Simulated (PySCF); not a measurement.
Input of a run (PBE0-D3(BJ)/def2-SVP geometry optimisation, gas phase (PySCF 2.14.0)), started from a GFN2-xTB structure with every atom displaced at random (by about 0.01 Å):
```
{"job": {"xc": "PBE0", "basis": "def2-SVP", "d3": "d3bj", "grid": 1, "shake": 0.01, "kind": "geom"}, "charge": 0, "multiplicity": 1}
C      2.025880     0.134470    -0.225690
C      0.824090     0.013720    -0.028810
Si    -0.996320    -0.158310     0.254400
F     -1.416210    -1.562030    -0.336240
Br    -2.034460     1.365470    -0.941010
H      3.031740     0.279060    -0.410950
H     -1.400770    -0.101490     1.638380
```

Output (energies in Eh, forces in Eh/bohr):
```
step   0  E = -3039.80025258  max force = 0.053337
step   1  E = -3039.80141088  max force = 0.033191
step   2  E = -3039.80305961  max force = 0.010413
step   3  E = -3039.80368853  max force = 0.006980
step   4  E = -3039.80400609  max force = 0.003412
step   5  E = -3039.80415459  max force = 0.001216
step   6  E = -3039.80421560  max force = 0.001423
step   7  E = -3039.80422820  max force = 0.000778
step   8  E = -3039.80422161  max force = 0.000518
step   9  E = -3039.80420807  max force = 0.001184
step  10  E = -3039.80421562  max force = 0.000960
step  11  E = -3039.80422683  max force = 0.000516
step  12  E = -3039.80423700  max force = 0.000443
optimisation converged
```

Task: Summarise the run.

Result: The energy falls by 10.5 kJ/mol over 13 energy and gradient evaluations, the largest force component goes from 0.0533 to 4.4e-04 Eh/bohr, and the atoms move by 0.046 Å rms after alignment. The bond that changes most is C1–H6 (terminal alkyne carbon to alkyne hydrogen), which lengthens by 0.043 Å. Bonds longer at the end by more than 0.005 Å: 4 of 6; shorter: 2. Among the angles that change most is C2–Si3–H7, from 114.8° to 112.4°. The energy rose by more than 1e-6 Eh at steps 8 and 9. The first step brought 29 % of the lowering.

Task: What are the final bond lengths?

Result: C1≡C2 1.216 Å, C2–Si3 1.816 Å, Si3–F4 1.615 Å, Si3–Br5 2.203 Å, C1–H6 1.076 Å, Si3–H7 1.478 Å. Numbering counts from 1 in the input's order; the species is `C#C[Si@H](F)Br`.

The run used 102 basis functions and 86 SCF cycles in all. The run took 56 s of wall time on Arm Neoverse V1, one thread (shared host), and the process peaked at 0.42 GiB of memory.

Whether it is a minimum is left open (no frequencies).
